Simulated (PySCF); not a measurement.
Ranking problems on computed properties.

All species are isolated and taken at one optimised geometry, non-relativistic unless stated; the electronic structure was computed with PySCF and density fitting.

The conformers computed, where there is a choice (atom-mapped SMILES and torsion angles):
- `[CH3:1][C:2](=[S:3])[O:4][SiH3:5]`: C1–C2–O4–Si5 -179°
- `[CH3:1][N:2]([CH3:3])[SiH2:4][O:5][SiH2:6][O:7][SiH3:8]`: C1–N2–Si4–O5 91°, N2–Si4–O5–Si6 45°, Si4–O5–Si6–O7 -64°, O5–Si6–O7–Si8 -48°
- `[CH2:1]=[C:2]([O:3][CH3:4])[Se:5][CH3:6]`: C1–C2–O3–C4 4°, C1–C2–Se5–C6 -143°
- `[CH3:1][O:2][SiH2:3][O:4][CH2:5][C:6]([CH3:7])=[O:8]`: C1–O2–Si3–O4 -121°, O2–Si3–O4–C5 38°, Si3–O4–C5–C6 40°, O4–C5–C6–C7 169°
- `[CH3:1][O:2][C:3](=[O:4])[c:5]1[cH:6][cH:7][cH:8][cH:9][cH:10]1`: C1–O2–C3–O4 0°, O2–C3–C5–C6 180°

The conformers of `O=C(O)[C@H]1[C@H]2C=C[C@@H]1C=C2` aren't listed.

Question: Rank by smallest rotational constant, lowest first (PBE0-D3(BJ)/def2-SVP).
A. `CO[SiH2]OCC(C)=O`
B. `C=[CH][Mg][CH3]`
C. `CN(C)[SiH2]O[SiH2]O[SiH3]`
D. `C=C(OC)[Se]C`
E. `CC(=S)O[SiH3]`
F. `O=S=S`

Answer: C (0.655 GHz), A (0.959 GHz), D (1.199 GHz), E (1.638 GHz), B (2.043 GHz), F (4.430 GHz).

Question: Rank by static isotropic polarisability, highest first (PBE0/def2-SVPD at PBE0-D3(BJ)/def2-SVP geometries).
A. `C(=N)=N`
B. `c1ccc2c(c1)OCCO2`
C. `C[O][Ti]([N]=C=S)([N]=C=S)[O]C`
D. `COC(=O)c1ccccc1`
E. `C=[CH][Mg][CH3]`
F. `O=C(O)[C@H]1[C@H]2C=C[C@@H]1C=C2`

Answer: C (188.3 au), D (100.7 au), B (97.8 au), F (88.7 au), E (66.5 au), A (28.4 au).

Q: By how much do the two ends of that ranking differ?

A: By 159.9 au, between `C[O][Ti]([N]=C=S)([N]=C=S)[O]C` and `N=C=N`.

Question: Rank by lowest triplet excitation (Tamm–Dancoff), lowest first (TDA PBE0/def2-SVPD at PBE0-D3(BJ)/def2-SVP geometries).
A. Ti(NCS)2(OMe)2, `C[O][Ti]([N]=C=S)([N]=C=S)[O]C`
B. MgMe(vinyl) (`C=[CH][Mg][CH3]`)
C. diiminomethane (`N=C=N`)
D. 1,4-benzodioxane (`c1ccc2c(c1)OCCO2`)
E. methyl benzoate (`COC(=O)c1ccccc1`)

Answer: A (3.09 eV), E (3.79 eV), D (3.92 eV), B (4.10 eV), C (4.82 eV).

Q: By how much do the two ends of that ranking differ?

A: By 1.73 eV, between `N=C=N` and `C[O][Ti]([N]=C=S)([N]=C=S)[O]C`.

Question: Rank by electronic spatial extent ⟨r²⟩ about the centre of nuclear charge, highest first (CAM-B3LYP/def2-SVPD at PBE0-D3(BJ)/def2-SVP geometries).
A. `CN(C)[SiH2]O[SiH2]O[SiH3]`
B. `O(C(=C)[Se]C)C`
C. `O=S=S`
D. `CC(=S)O[SiH3]`

Answer: A (1909 bohr²), B (986 bohr²), D (744 bohr²), C (275 bohr²).

Q: By how much do the two ends of that ranking differ?

A: By 1634 bohr², between `CN(C)[SiH2]O[SiH2]O[SiH3]` and `O=S=S`.

Question: Rank by HOMO energy, highest first (PBE0/def2-SVPD at PBE0-D3(BJ)/def2-SVP geometries).
A. `c1ccc2c(c1)OCCO2`
B. `N=C=N`
C. `COC(=O)c1ccccc1`
D. `O=C(O)[C@H]1[C@H]2C=C[C@@H]1C=C2`

Answer: A (-6.22 eV), D (-6.78 eV), B (-7.41 eV), C (-7.61 eV).

Question: Rank by HOMO–LUMO gap, lowest first (PBE0/def2-SVPD at PBE0-D3(BJ)/def2-SVP geometries).
A. `O=C(O)[C@H]1[C@@H]2C=C[C@H]1C=C2`
B. `C=[CH][Mg][CH3]`
C. `N=C=N`
D. `C[O][Ti]([N]=C=S)([N]=C=S)[O]C`

Answer: D (4.50 eV), A (6.11 eV), B (6.24 eV), C (7.33 eV).
